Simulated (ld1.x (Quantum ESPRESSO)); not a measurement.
titanium (Ti): excitation energies, all-electron against TM

titanium (Ti), norm-conserving Troullier–Martins (Kleinman–Bylander form), made with ld1.x (Quantum ESPRESSO) 7.5 (revPBE, fully relativistic). Core [Ar], reference 3d2 4s2 4p0. Waves: 4p (bound, empty): rc 3.35 bohr; 3d (bound): rc 2.60 bohr; 4s (bound): rc 2.05 bohr. Local part: the s channel. Core correction: none.

Open shells are filled in proportion to 2j + 1 (rel_dist='average').

Energies are relative to the spin-unpolarised reference configuration 3d2 4s2 4p0; without spin polarisation the order of configurations can differ from experiment. The frozen-core shift is the all-electron ΔE with the core orbitals held at their reference shape minus the fully relaxed ΔE.

```
valence configuration  charge  ΔE all-electron (eV)  error AE − PS (meV)  frozen-core shift (meV)
          3d2 4s1 4p0      +1                 7.278                 +9.3                     +1.8
          3d2 4s0 4p0      +2                20.710                 +200                      +13
          3d1 4s0 4p0      +3                47.570                 +414                     +678
          3d2 4s0 4p2       0                 6.215                  +27                     +4.2
          3d3 4s1 4p0       0                 1.107                  +42                      +92
          3d3 4s0 4p0      +1                 7.291                 +173                     +152
```

What are ΔE and the potential's error for 3d2 4s1.5 4p0?

ΔE = 2.911 eV all-electron; the error (AE − PS) is +0.9 meV.

Levels in the configuration 3d2 4s0 4p2:

| level | all-electron (eV) | pseudo (eV) |
| --- | --- | --- |
| 3d j=3/2 | -6.568 | -6.766 |
| 3d j=5/2 | -6.519 | -6.716 |
| 4p j=1/2 | -2.588 | -2.580 |
| 4p j=3/2 | -2.556 | -2.549 |
